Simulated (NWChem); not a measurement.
C2BrCl2F; SMILES C(=C(/Cl)F)(/Cl)Br

This build's default masses of Se (78.918 u) and Br (79.917 u) are each other's, which moves their modes by up to 0.6 %.

Give the equilibrium geometry at PBE0/def2-SVP (NWChem) as an XYZ file, with the point group.

point group Cs; any orientation.
```
6

F     -1.9305     0.7127     0.0000
C     -0.6442     0.9793     0.0000
Cl    -0.2839     2.6441     0.0000
C      0.2793     0.0040     0.0000
Cl     1.9558     0.3303     0.0000
Br    -0.2544    -1.7899     0.0000
```
